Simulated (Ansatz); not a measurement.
Stretching the In1–Cl2 bond in InCl (multiplicity 1 held). Energies count from the point at 2.441 Å.


```
level                                    energy at R = 9.764 Å (kcal/mol)  cost
---------------------------------------  --------------------------------  ----
R-HF/def2-SVP                                                      127.83     -
U-HF/def2-SVP                                                       76.68     -
R-MP2/def2-SVP                                                     122.44     -
U-MP2/def2-SVP                                                      97.87     -
R-SCS-MP2/def2-SVP                                                 118.95     -
U-SCS-MP2/def2-SVP                                                  95.34     -
U-CCSD/def2-SVP                                                     93.00     -
U-CCSD(T)/def2-SVP                                                  94.68     -
CASSCF(10,8)/def2-SVP                                               90.37     -
SC-NEVPT2 on CASSCF(10,8)/def2-SVP                                  97.69     -
FIC-NEVPT4(SD) on CASSCF(10,8)/def2-SVP                             94.66    ×1
FIC-MRCISD on CASSCF(10,8)/def2-SVP                                 94.58     -
FIC-MRCISD+Q on CASSCF(10,8)/def2-SVP                               94.47    ×1
```

The rows run from 76.68 (U-HF/def2-SVP) to 127.83 kcal/mol (R-HF/def2-SVP). In def2-SVP the value moves U-HF 76.68, U-MP2 97.87, U-CCSD 93.00, U-CCSD(T) 94.68, a shift of 18.00 from U-HF to U-CCSD(T).

Restricted levels (R-, RO-) in cc, def2 and unpolarised 6-31G sets keep to the state of the molecule at rest. Unrestricted levels (U-) break spin symmetry where that is lower. Active spaces are followed from rest. Curves can end on different states.

Correlated levels freeze the cores. Filled d and f shells under p-block atoms count as core.

Doubts at one or more of the structures used: a restricted determinant that unrestricted orbitals would lower (R-HF/def2-SVP, R-MP2/def2-SVP, R-SCS-MP2/def2-SVP); a spin-contaminated determinant (U-HF/def2-SVP, U-MP2/def2-SVP, U-SCS-MP2/def2-SVP, U-CCSD/def2-SVP, U-CCSD(T)/def2-SVP); the program's own flag: lower state (U-CCSD/def2-SVP, U-CCSD(T)/def2-SVP).

Programs: Ansatz (Gaussian basis) for Hartree–Fock, density functionals and correlated methods. Each number belongs to the level named beside it. In def2 rows elements past Kr take small-core potentials, without spin–orbit coupling.

Costs are rough ratios of core time to FIC-NEVPT4(SD) on CASSCF(10,8)/def2-SVP (about 7 s over the structures, on one shared machine); a dash marks a level with no comparable run of its own.

Ansatz is a program for electronic structure.
